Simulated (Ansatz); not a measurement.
Z-matrix (Å, degrees):
```
C
In 1 2.178
O 1 1.417 2 108.8
H 1 1.099 2 108.4 3 122.1
H 1 1.099 2 108.4 3 -122.1
Ge 2 2.620 1 117.0 3 -179.1
Si 2 2.577 1 120.4 3 0.1
H 3 0.961 1 108.9 2 -179.9
H 6 1.544 2 110.8 1 -70.3
H 6 1.541 2 113.6 1 169.6
H 6 1.544 2 112.1 1 48.3
H 7 1.492 2 108.9 1 -95.3
H 7 1.490 2 111.2 1 146.8
H 7 1.488 2 113.2 1 24.8
```

Total charge 0; spin multiplicity 1. In: def2 effective core potential.

**Question.** List the ωB97M-V/def2-TZVPP orbital energies in eV (Ansatz). (Best estimate.)

**Answer.** The calculation gave: Occupied: -10866.08, -1806.67, -1361.95, -1209.68, -1209.67, -1209.67, -526.06, -282.47, -173.70, -147.77, -131.18, -122.93, -122.93, -122.93, -101.88, -101.87, -101.87, -87.64, -87.35, -87.30, -35.74, -35.74, -35.69, -35.66, -35.66, -31.24, -24.10, -23.93, -23.90, -23.88, -23.76, -21.05, -17.95, -17.47, -16.81, -14.87, -13.91, -12.41, -11.92, -11.86, -11.62, -11.61, -10.46, -9.08, -8.80. Lowest empty: -0.47, 1.29, 1.38, 1.55, 2.33, 2.61, 2.81, 2.92.
